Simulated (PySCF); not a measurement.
Vertical excitations of a molecule C2H6OSe from TDDFT-PBE/def2-SVPD in PySCF, as energy in eV (oscillator strength): 3.55 (0.001), 4.67 (0.005), 4.97 (0.001), 5.21 (0.041), 5.77 (0.009), 6.08 (0.036), 6.10 (0.017), 6.38 (0.035), 6.48 (0.068), 6.64 (0.032). Lowest triplet (TDA): 2.81 eV. Coordinates come from a B3LYP-D3(BJ)/def2-SVP optimisation. Other conformers were not sampled.

Which molecule gave these data?
A. CO[Se]C
B. COC[SeH]
C. OCC[SeH]
D. CC[Se]O

A, CO[Se]C
